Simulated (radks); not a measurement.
Q: The argon ion Ar3+, configuration [Ne] 3s2 3p2.5 3d0.5 (fractional occupations, a model configuration). All-electron calculation, scalar-relativistic Kohn-Sham, HCTH/407, spin-polarised, spherical densities, point nucleus; open shells are filled with parallel spins first. Program: a radial shooting solver on a logarithmic mesh with Libxc functionals. Some entries of the table are withheld. Estimate them.

orbital,occ.,eigenvalue (hartree),<r> (bohr)
1s up,1,-116.5133,0.08580
1s down,1,-116.4878,0.08578
2s up,1,-12.78452,0.4126
2s down,1,-12.76468,0.4120
2p up,3,-10.34689,0.3744
2p down,3,-10.31336,0.3739
3s up,1,-2.52462,1.277
3s down,1,-2.31064,1.312
3p up,2.5,-1.94243,1.370
3p down,0,-1.74923,1.442
3d up,0.5,(1),1.600
3d down,0,(2),1.766

A: 
(1) 3d up eigenvalue (hartree): -1.10170
(2) 3d down eigenvalue (hartree): -0.96810
